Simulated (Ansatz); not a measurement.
One change: `CB(C)SS` becomes `CBC`.

Ansatz, PBE0-D4/def2-TZVP geometries, multiplicity 1. Each molecule was computed in one conformer, which needn't be the lowest. `CB(C)SS` holds a close contact that its SMILES doesn't draw: S···B 2.08 Å.

```tsv
property	`CB(C)SS`
HOMO–LUMO gap (PBE/def2-TZVPP) / eV	3.41
HOMO energy (B3LYP/def2-TZVPP) / eV	-6.77
size of the dipole moment (ωB97M-V/def2-TZVPP) / D	1.51
LUMO energy (ωB97M-V/def2-TZVPP) / eV	0.70
size of the dipole moment (PBE/def2-TZVPP) / D	1.50
HOMO–LUMO gap (B3LYP/def2-TZVPP) / eV	5.15
```

Question: What does the change do to each property? (Estimate.)

Answer: The calculation gave: 
```csv
property,`CBC`,shift
HOMO–LUMO gap (PBE/def2-TZVPP) / eV,5.62,2.21
HOMO energy (B3LYP/def2-TZVPP) / eV,-8.47,-1.70
size of the dipole moment (ωB97M-V/def2-TZVPP) / D,0.43,-1.08
LUMO energy (ωB97M-V/def2-TZVPP) / eV,1.36,0.66
size of the dipole moment (PBE/def2-TZVPP) / D,0.47,-1.03
HOMO–LUMO gap (B3LYP/def2-TZVPP) / eV,7.65,2.50
```

With PBE0 the HOMO falls by 1.63 eV and the LUMO rises by 0.81 eV, so the gap widens by about 2.44 eV. PBE moves the HOMO by -1.45 eV and ωB97M-V by -1.77 eV. The zero-point energy changes by -14.0 kJ/mol with -6 modes. Dipoles are sizes alone; their direction can turn.

Positive LUMOs are unbound, so they and the gaps depend on the basis.

B3LYP here is the variant with VWN-RPA as its local correlation; programs differ in this.
